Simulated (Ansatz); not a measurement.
CH4FGeNS (`N=C(F)[S][GeH3]`). Charge 0, multiplicity 1.

Z-matrix (Å, degrees):
```
Ge
S 1 2.241
H 1 1.531 2 110.1
H 1 1.531 2 110.1 3 123.6
H 1 1.533 2 101.9 3 -118.2
C 2 1.748 1 101.6 3 -61.7
F 6 1.355 2 113.8 1 -0.1
N 6 1.244 2 123.0 1 179.9
H 8 1.017 6 112.2 2 180.0
```

Question: What are the harmonic wavenumbers in cm⁻¹ at PBE0-D4/def2-TZVP (Ansatz, finite differences of forces, unscaled)? (Best estimate.)

Answer: Ansatz gave: 43, 126, 154, 315, 440, 483, 562, 585, 586, 719, 820, 836, 869, 875, 995, 1206, 1764, 2174, 2187, 2187, 3537.

Question: Is this a minimum?

Answer: Yes, all 21 modes are real.

Question: Give the ideal-gas thermochemistry at 298.15 K and 1 bar (rigid rotor, harmonic oscillator; point group Cs, symmetry number 1).

Answer: Zero-point energy 128.4 kJ/mol; H(298) − E = 148.9 kJ/mol; entropy 356.1 J/(mol·K), of which translation 171.7, rotation 116.7, vibration 67.8; G(298) − E = 42.7 kJ/mol. Modes under 100 cm⁻¹ are hindered rotations or soft bends, so the harmonic entropy is rough.
